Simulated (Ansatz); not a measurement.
A nudged elastic band was laid between two geometries of CH$_{6}$NOSbZn (11 atoms, charge 0, multiplicity 1).

These are results of RKS PBE-D4/def2-SVP in Ansatz, not measurements.

```json
{"movable images": "7", "climbing image": "yes", "spring": "5.0 eV/Å²", "optimiser": "quadratic models (default)", "start path": "through a guess of the saddle point", "force threshold": "0.05 eV/Å", "iteration limit": "60", "end points": "relaxed"}
```

Image 0:

```xyz
11
Properties=species:S:1:pos:R:3
C -0.524 -1.224 0.883
O 0.812 -1.434 0.499
Sb 1.594 -0.251 -0.967
N 1.135 1.662 -0.354
Zn -2.067 1.104 -1.435
H -0.735 -1.822 1.798
H -0.756 -0.154 1.124
H -1.257 -1.536 0.097
H 0.128 1.838 -0.210
H 1.651 1.982 0.475
H 0.085 -0.223 -1.889
```

Image 8:

```xyz
11
Properties=species:S:1:pos:R:3
C -0.492 -1.270 0.954
O 0.788 -1.552 0.432
Sb 1.537 -0.240 -0.922
N 0.959 1.492 0.029
Zn -1.987 1.173 -1.797
H -0.731 -2.034 1.727
H -0.551 -0.263 1.431
H -1.294 -1.311 0.173
H 0.117 1.951 -0.348
H 1.700 2.181 0.189
H 0.020 -0.184 -1.846
```

(1) What changes between the two ends?

(2) What energy profile does the band end with?

(3) What is the geometry of the highest image?

Results:

(1) No bond is made or broken. The height of N4 over the plane of its neighbours goes from 0.34 to -0.31 Å.

(2) It converged. The highest image is number 7 of 0 to 8, 1.4 kcal/mol above the first end and 0.1 kcal/mol above the last; the last end lies 1.2 kcal/mol above the first. The top lies less than 8 meV above the higher end, about what the thresholds resolve: that end is a shoulder or a very shallow well. A vibrational analysis at the climbing image gives one clearly imaginary mode, 268i cm⁻¹: a first-order saddle point.

| image | path coordinate (Å) | energy (kcal/mol) | height of N4 over the plane of its neighbours (Å) |
| --- | --- | --- | --- |
| 0 | 0.00 | 0.0 | 0.34 |
| 1 | 0.15 | 0.0 | 0.34 |
| 2 | 0.31 | 0.0 | 0.34 |
| 3 | 0.46 | 0.0 | 0.33 |
| 4 | 0.61 | 0.1 | 0.32 |
| 5 | 0.77 | 0.4 | 0.22 |
| 6 | 0.93 | 1.1 | 0.05 |
| 7 | 1.08 | 1.4 | -0.12 |
| 8 | 1.29 | 1.2 | -0.31 |

(3) 
```xyz
11
Properties=species:S:1:pos:R:3
C -0.497 -1.254 0.944
O 0.787 -1.543 0.442
Sb 1.553 -0.255 -0.937
N 1.009 1.518 -0.098
Zn -2.017 1.103 -1.748
H -0.750 -2.004 1.725
H -0.564 -0.239 1.406
H -1.291 -1.301 0.154
H 0.107 1.958 -0.311
H 1.698 2.163 0.292
H 0.031 -0.203 -1.850
```

Run time: 7.4 min on 2 threads of Arm Neoverse V1, on a shared host, peak memory 0.19 GiB.
